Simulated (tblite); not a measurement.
Compound: C5H9FSi2.
SMILES with atom numbers: `[CH:1]#[C:2][Si@@H:3]1[CH2:4][SiH2:5][C@H:6]([F:7])[CH2:8]1` (hydrogens: H9 on C1; H10 on Si3; H11, H12 on C4; H13, H14 on Si5; H15 on C6; H16, H17 on C8)

Structure used (GFN2-xTB), in Å, numbered top down from 1:
```
atom  x, y, z in Å
C1     3.018   -0.795   -1.927
C2     2.175   -0.786   -1.069
Si3    0.885   -0.751    0.258
C4    -0.837   -1.269   -0.399
Si5   -2.022    0.184   -0.054
C6    -0.911    1.176    1.168
F7    -1.288    2.519    1.215
C8     0.549    1.058    0.756
H9     3.753   -0.800   -2.679
H10    1.326   -1.580    1.390
H11   -1.179   -2.175    0.096
H12   -0.804   -1.504   -1.460
H13   -2.279    1.000   -1.241
H14   -3.273   -0.213    0.598
H15   -1.039    0.819    2.198
H16    1.208    1.420    1.546
H17    0.710    1.709   -0.106
```

Method: GFN2-xTB as coded in tblite; computed harmonic values from a numerical Hessian at the method's own geometry, unscaled. Errors from tens to a few hundred cm⁻¹ against measured bands are possible. Modes of hydrogen on silicon can be 10 to 20 % off. One conformer, not necessarily the lowest.

Harmonic wavenumbers (cm⁻¹): 32.0, 69.5, 102.7, 148.2, 254.7, 259.5, 274.8, 308.6, 331.2, 366.3, 465.6, 537.0, 589.4, 609.8, 618.4, 643.8, 651.0, 678.0, 684.0, 709.4, 744.1, 768.3, 775.1, 784.9, 804.4, 981.1, 989.4, 1050.7, 1079.0, 1112.4, 1223.1, 1253.5, 1302.6, 1461.7, 1486.0, 2194.8, 2207.3, 2253.1, 2274.0, 2890.6, 2971.2, 2990.0, 3002.0, 3015.7, 3353.1.

A = 2446, B = 869.9, C = 729.8 MHz; mass 144.023 u (most abundant isotopes); point group C1, symmetry number 1.

Problem. Zero-point energy?

Solution. ½Σν̃ = 25651 cm⁻¹ = 306.85 kJ/mol.

Problem. Entropy at 350 K, 1 bar (ideal gas, RRHO, classical rotation)?

Solution. Translation 174.17, rotation 126.33, vibration 152.44: S = 452.9 J/(mol K).

Problem. And Cp and H(350 K) − H(0)?

Solution. Cp = 195.30 J/(mol K), of which vibrations give 162.04 (their classical limit is 45 R = 374.2); H(350 K) − H(0) = 39.90 kJ/mol without the zero-point energy, 28.26 from vibrations.

Problem. Blend soft modes into free rotors: weight 1/[1 + (100 cm⁻¹/ν̃)⁴] for the oscillator and the rest for a rotor with moment μB/(μ + B), μ = h/(8π²ν), B = 10⁻⁴⁴ kg m². What vibrational entropy results?

Solution. 139.29 J/(mol K) in place of 152.44, which changes −T·S at 350 K by +4.60 kJ/mol.

Problem. How do the functions run with temperature in this model?

Solution. 
```
 T (K)  S (J/(mol K))  Cp (J/(mol K))  H − H(0) (kJ/mol)  G − H(0) (kJ/mol)  ln q(vib)
    50          251.4            54.3               2.14             -10.43       0.72
   100          295.7            76.5               5.40             -24.17       1.94
298.15          423.3           174.0              30.31             -95.91       7.19
373.15          465.7           203.9              44.52            -129.27       9.27
   500          531.1           242.4              72.96            -192.57      12.75
   750          639.6           292.0             140.29            -339.40      19.24
  1000          728.2           323.6             217.50            -510.72      25.08
```

q(vib) and H(0) count from the zero-point level.

Problem. Which modes carry the vibrational entropy at 350 K?

Solution. 32.0 cm⁻¹: 25.19; 69.5 cm⁻¹: 18.76; 102.7 cm⁻¹: 15.55; 148.2 cm⁻¹: 12.56; 254.7 cm⁻¹: 8.30; 259.5 cm⁻¹: 8.16 J/(mol K); the other 39 give 63.92 together.

Problem. What must be added to the electronic energy to get the Gibbs energy at 350 K and 1 bar?

Solution. ZPE + [H(350 K) − H(0)] − T·S = 306.85 + 39.90 − 158.53 = 188.22 kJ/mol.

Hindered rotation and anharmonicity are outside this model. Other conformers, if any are populated, would add a mixing term that is left out. The structure is chiral; the term R ln 2 for an equal mix with its mirror image is left out.

Time: 1.2 s wall. Hardware: one thread of an Arm Neoverse N1, no GPU, shared host with 64 logical CPUs at a one-minute load of 60. This covers the Hessian and the dipole derivatives.
